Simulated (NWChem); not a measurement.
System: C₂H₈O₂Si; SMILES OCC[SiH2]O

NWChem input:

```
start job
memory heap 200 mb stack 900 mb global 1100 mb
geometry units angstroms noautoz
  O     -0.090634     2.799585     0.009888
  C     -0.347206     1.434982    -0.297778
  C      0.640099     0.465091     0.358697
  Si     0.444385    -1.351138    -0.128844
  O     -1.015871    -2.008624     0.352659
  H     -0.144104     2.896797     0.973615
  H     -1.381330     1.161548    -0.025999
  H     -0.273034     1.372497    -1.389001
  H      1.664336     0.774937     0.104111
  H      0.557090     0.535249     1.454008
  H      0.616600    -1.466818    -1.609122
  H      1.480437    -2.158709     0.560364
  H     -1.797943    -1.745455    -0.150857
end
basis spherical
  * library def2-svp
end
dft
  xc becke88 lyp
  iterations 150
  mulliken
end
task dft energy
```

NWChem printed, in part:

```
             Northwest Computational Chemistry Package (NWChem) 7.3.0
             --------------------------------------------------------

 C1  symmetry detected

                             Geometry "geometry" -> ""
                             -------------------------

 Output coordinates in angstroms (scale by  1.889725989 to convert to a.u.)

  No.       Tag          Charge          X              Y              Z
 ---- ---------------- ---------- -------------- -------------- --------------
    1 O                    8.0000    -0.17462386     2.79174185     0.03088812
    2 C                    6.0000    -0.36697717     1.42693608    -0.31973178
    3 C                    6.0000     0.60487323     0.47346446     0.38227806
    4 Si                  14.0000     0.49940649    -1.33694385    -0.15249902
    5 O                    8.0000    -0.96800096    -2.04852507     0.21743084
    6 H                    1.0000    -0.29483395     2.86653185     0.99059378
    7 H                    1.0000    -1.40766096     1.11654966    -0.12305958
    8 H                    1.0000    -0.21877743     1.39021897    -1.40456457
    9 H                    1.0000     1.63340675     0.81956863     0.20280466
   10 H                    1.0000     0.44734698     0.51749390     1.47074749
   11 H                    1.0000     0.77282718    -1.41548098    -1.61992393
   12 H                    1.0000     1.51257176    -2.12743663     0.58858102
   13 H                    1.0000    -1.72294895    -1.79836897    -0.33202193

 Effective nuclear repulsion energy (a.u.)     235.8074063145

                                 NWChem DFT Module
                                 -----------------

 Summary of "ao basis" -> "ao basis" (spherical)
 ------------------------------------------------------------------------------
       Tag                 Description            Shells   Functions and Types
 ---------------- ------------------------------  ------  ---------------------
 O                          def2-svp                 6       14   3s2p1d
 C                          def2-svp                 6       14   3s2p1d
 Si                         def2-svp                 8       18   4s3p1d
 H                          def2-svp                 3        5   2s1p

            General Information
            -------------------
          SCF calculation type: DFT
          Wavefunction type:  closed shell.
          No. of atoms     :    13
          No. of electrons :    50
           Alpha electrons :    25
            Beta electrons :    25
          Charge           :     0
          Spin multiplicity:     1
          Use of symmetry is: off; symmetry adaption is: off
          Maximum number of iterations: 150
          AO basis - number of functions:   114
                     number of shells:    56
          Convergence on energy requested:  1.00D-06
          Convergence on density requested:  1.00D-05
          Convergence on gradient requested:  5.00D-04

              XC Information
              --------------
                    Becke 1988 Exchange Functional  1.000
              Lee-Yang-Parr Correlation Functional  1.000

             Grid Information
             ----------------
          Grid used for XC integration:  medium
          Radial quadrature: Mura-Knowles
          Angular quadrature: Lebedev.
          Tag              B.-S. Rad. Rad. Pts. Rad. Cut. Ang. Pts.
          ---              ---------- --------- --------- ---------
          O                   0.60       49          13.0       434
          C                   0.70       49          11.0       434
          Si                  1.10       88          11.0       590
          H                   0.35       45          13.0       434
          Grid pruning is: on
          Number of quadrature shells:   644
          Spatial weights used:  Erf1

      Superposition of Atomic Density Guess
      -------------------------------------

 Sum of atomic energies:        -517.36470519

      Non-variational initial energy
      ------------------------------

 Total energy =    -519.745523
 1-e energy   =   -1179.807073
 2-e energy   =     424.254144
 HOMO         =      -0.351270
 LUMO         =       0.049752

     ---------------------------------------------
      Total Density - Mulliken Population Analysis
     ---------------------------------------------

    Atom       Charge   Shell Charges
 -----------   ------   -------------------------------------------------------
    1 O    8     8.64   1.99  1.10  0.65  3.01  1.87  0.01
    2 C    6     5.76   1.99  0.93  0.19  1.79  0.80  0.06
    3 C    6     6.54   1.99  0.98  0.27  2.08  1.20  0.02
    4 Si  14    13.14   2.00  1.99  0.96  0.22  5.93  1.01  0.80  0.23
    5 O    8     8.79   1.99  1.10  0.64  3.09  1.95  0.00
    6 H    1     0.67   0.54  0.08  0.06
    7 H    1     0.94   0.70  0.22  0.02
    8 H    1     0.94   0.70  0.21  0.02
    9 H    1     0.87   0.66  0.19  0.03
   10 H    1     0.88   0.66  0.19  0.03
   11 H    1     1.10   0.71  0.38  0.01
   12 H    1     1.09   0.71  0.38  0.01
   13 H    1     0.65   0.52  0.07  0.06

   convergence    iter        energy       DeltaE   RMS-Dens  Diis-err
 ---------------- ----- ----------------- --------- --------- ---------
 d= 0,ls=0.0,diis     1   -520.5297227798 -7.56D+02  1.74D-02  9.24D-01
 d= 0,ls=0.0,diis     2   -520.3777333370  1.52D-01  1.15D-02  2.58D+00
 d= 0,ls=0.0,diis     3   -520.6254813732 -2.48D-01  2.25D-03  1.01D-01
 d= 0,ls=0.0,diis     4   -520.6333284060 -7.85D-03  8.91D-04  1.81D-02
 d= 0,ls=0.0,diis     5   -520.6351141194 -1.79D-03  2.59D-04  1.72D-03
  Resetting Diis
 d= 0,ls=0.0,diis     6   -520.6352743197 -1.60D-04  7.42D-05  1.10D-04
 d= 0,ls=0.0,diis     7   -520.6352853389 -1.10D-05  4.93D-05  8.66D-06
 d= 0,ls=0.0,diis     8   -520.6352832464  2.09D-06  3.16D-05  2.66D-05
 d= 0,ls=0.0,diis     9   -520.6352863593 -3.11D-06  3.30D-06  2.43D-07
 d= 0,ls=0.0,diis    10   -520.6352863811 -2.19D-08  8.49D-07  2.48D-08

         Total DFT energy =     -520.635286381102
      One electron energy =    -1184.608357453386
           Coulomb energy =      480.053536287687
    Exchange-Corr. energy =      -51.887871529925
 Nuclear repulsion energy =      235.807406314521

 Numeric. integr. density =       50.000012698375

                       DFT Final Molecular Orbital Analysis
                       ------------------------------------

 Vector   23  Occ=2.000000D+00  E=-2.689732D-01
              MO Center=  5.0D-02, -2.2D-01, -1.4D-01, r^2= 6.2D+00
   Bfn.  Coefficient  Atom+Function         Bfn.  Coefficient  Atom+Function
  ----- ------------  ---------------      ----- ------------  ---------------
    66      0.295172   5 O  pz              100      0.213236  11 H  s
     5     -0.208884   1 O  py              105     -0.203645  12 H  s
    69      0.200343   5 O  pz              101      0.177616  11 H  s
   106     -0.176390  12 H  s                 6      0.170166   1 O  pz
     8     -0.153502   1 O  py               19      0.140807   2 C  py

 Vector   24  Occ=2.000000D+00  E=-2.455019D-01
              MO Center= -2.0D-01, -5.7D-01, -9.9D-04, r^2= 4.7D+00
   Bfn.  Coefficient  Atom+Function         Bfn.  Coefficient  Atom+Function
  ----- ------------  ---------------      ----- ------------  ---------------
    65      0.327396   5 O  py               66      0.269720   5 O  pz
    68      0.245019   5 O  py               33      0.236279   3 C  py
    69      0.200273   5 O  pz                4      0.191364   1 O  px
    36      0.179713   3 C  py               31     -0.178174   3 C  s
   100      0.176896  11 H  s                81      0.150023   7 H  s

 Vector   25  Occ=2.000000D+00  E=-2.107039D-01
              MO Center= -1.6D-01,  2.1D+00,  5.7D-02, r^2= 2.8D+00
   Bfn.  Coefficient  Atom+Function         Bfn.  Coefficient  Atom+Function
  ----- ------------  ---------------      ----- ------------  ---------------
     4      0.545850   1 O  px                7      0.406757   1 O  px
    33     -0.208266   3 C  py               80      0.180890   7 H  s
    18     -0.149900   2 C  px                5     -0.135301   1 O  py
    81      0.116678   7 H  s                65     -0.115435   5 O  py
     8     -0.112840   1 O  py               31     -0.103475   3 C  s

 Vector   26  Occ=0.000000D+00  E=-3.195738D-03
              MO Center= -7.6D-01, -1.2D+00, -3.0D-01, r^2= 4.3D+00
   Bfn.  Coefficient  Atom+Function         Bfn.  Coefficient  Atom+Function
  ----- ------------  ---------------      ----- ------------  ---------------
    63      0.761584   5 O  s               111     -0.700716  13 H  s
    53      0.656152   4 Si px               17      0.544939   2 C  s
    81     -0.444771   7 H  s               106     -0.209232  12 H  s
    62      0.175795   5 O  s                50      0.173897   4 Si px
    69     -0.170967   5 O  pz               86     -0.171665   8 H  s

 Vector   27  Occ=0.000000D+00  E= 2.487850D-02
              MO Center= -9.8D-02,  1.7D+00,  8.6D-01, r^2= 5.4D+00
   Bfn.  Coefficient  Atom+Function         Bfn.  Coefficient  Atom+Function
  ----- ------------  ---------------      ----- ------------  ---------------
    31      0.924931   3 C  s                76     -0.915053   6 H  s
    17      0.780678   2 C  s                96     -0.766247  10 H  s
     3      0.582304   1 O  s                81     -0.547273   7 H  s
    37      0.384934   3 C  pz               91     -0.349848   9 H  s
    54     -0.332158   4 Si py               86     -0.330598   8 H  s

 Vector   28  Occ=0.000000D+00  E= 4.801570D-02
              MO Center=  4.9D-01, -1.8D-01, -1.2D-01, r^2= 7.2D+00
   Bfn.  Coefficient  Atom+Function         Bfn.  Coefficient  Atom+Function
  ----- ------------  ---------------      ----- ------------  ---------------
    31      1.664604   3 C  s                54     -1.037865   4 Si py
   106     -0.785197  12 H  s                91     -0.627157   9 H  s
    86     -0.558548   8 H  s                76      0.534726   6 H  s
    45      0.463258   4 Si s                96     -0.434627  10 H  s
     3     -0.428739   1 O  s                23     -0.354442   2 C  pz

     ---------------------------------------------
      Total Density - Mulliken Population Analysis
     ---------------------------------------------

    Atom       Charge   Shell Charges
 -----------   ------   -------------------------------------------------------
    1 O    8     8.28   1.99  1.09  0.65  2.88  1.65  0.01
    2 C    6     5.79   1.98  0.93  0.05  2.08  0.67  0.06
    3 C    6     6.17   1.98  0.93  0.16  2.15  0.92  0.02
    4 Si  14    13.47   2.00  1.98  1.05  0.14  5.92  1.26  0.81  0.31
    5 O    8     8.35   1.99  1.08  0.63  2.90  1.74  0.01
    6 H    1     0.86   0.70  0.09  0.07
    7 H    1     1.04   0.77  0.25  0.02
    8 H    1     1.01   0.76  0.22  0.02
    9 H    1     0.98   0.74  0.22  0.02
   10 H    1     0.99   0.75  0.22  0.02
   11 H    1     1.13   0.76  0.36  0.01
   12 H    1     1.11   0.76  0.34  0.01
   13 H    1     0.83   0.68  0.07  0.07

     -------------------------------------------
      Total Density - Lowdin Population Analysis
     -------------------------------------------

    Atom       Charge   Shell Charges
 -----------   ------   -------------------------------------------------------
    1 O    8     8.13   1.97  0.89  0.59  2.72  1.93  0.02
    2 C    6     5.94   1.96  0.59  0.29  1.86  1.09  0.14
    3 C    6     6.23   1.96  0.62  0.32  1.94  1.33  0.06
    4 Si  14    13.47   2.00  1.93  0.65  0.32  5.81  1.28  1.01  0.48
    5 O    8     8.21   1.97  0.88  0.60  2.72  2.02  0.01
    6 H    1     0.93   0.57  0.18  0.18
    7 H    1     1.01   0.66  0.28  0.06
    8 H    1     0.98   0.66  0.27  0.06
    9 H    1     0.97   0.63  0.27  0.07
   10 H    1     0.98   0.64  0.27  0.07
   11 H    1     1.12   0.66  0.44  0.02
   12 H    1     1.11   0.66  0.42  0.02
   13 H    1     0.92   0.56  0.18  0.18

     Multipole analysis of the density
     ---------------------------------

     L   x y z        total         alpha         beta         nuclear
     -   - - -        -----         -----         ----         -------
     0   0 0 0     -0.000000    -25.000000    -25.000000     50.000000

     1   1 0 0     -0.358977     -0.179489     -0.179489     -0.000000
     1   0 1 0      0.044798      0.022399      0.022399      0.000000
     1   0 0 1      0.131289      0.065645      0.065645     -0.000000

     2   2 0 0    -27.220539    -58.379344    -58.379344     89.538149
     2   1 1 0      0.262698      2.223106      2.223106     -4.183514
     2   1 0 1      1.004451     -0.723145     -0.723145      2.450742
     2   0 2 0    -35.619503   -297.437600   -297.437600    559.255698
     2   0 1 1      4.178356     -0.846575     -0.846575      5.871507
     2   0 0 2    -28.125720    -32.732177    -32.732177     37.338633
```

Level: BLYP/def2-SVP. All runs use the structure optimised with B3LYP/6-31G* (spherical d).
